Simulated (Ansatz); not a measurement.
Reaction (formal exchange of groups at a C–B bond): `COB(O)C(C)C` + `[F][GeH]` → `C[CH](C)[Ge][F]` + `COBO`

Isolated molecules relaxed with PBE0-D4/def2-TZVP in Ansatz; ΔE leaves out vibrations. CCSD(T)/CBS is the MP2 limit (def2-TZVPP, def2-QZVPP) plus CCSD(T) − MP2 in def2-TZVPP, frozen cores. DFT in def2-TZVPP. For Ge outer-core shells are correlated without core-valence functions, which leaves a few kJ/mol of doubt a bond. Scalar relativity is left out up to krypton. One conformer a species, not always the lowest.

CCSD(T)/CBS gives -10.1 kJ/mol.

Another level gave -7.9 kJ/mol. Which?
A. PBE-D4/def2-TZVPP
B. BLYP/def2-TZVPP
C. ωB97M-V/def2-TZVPP
D. B97M-V/def2-TZVPP

A. PBE-D4 -7.9, BLYP -13.0, ωB97M-V -1.9, B97M-V 7.3 kJ/mol.

Largest T1 diagnostic among the species: 0.014.

From PBE to PBE0 (25 % exact exchange), in def2-TZVPP and without D4, ΔE moves by +3.6 kJ/mol. At CCSD(T), def2-SVP lies +14.3 kJ/mol from the extrapolated value and def2-TZVPP +4.4 kJ/mol.
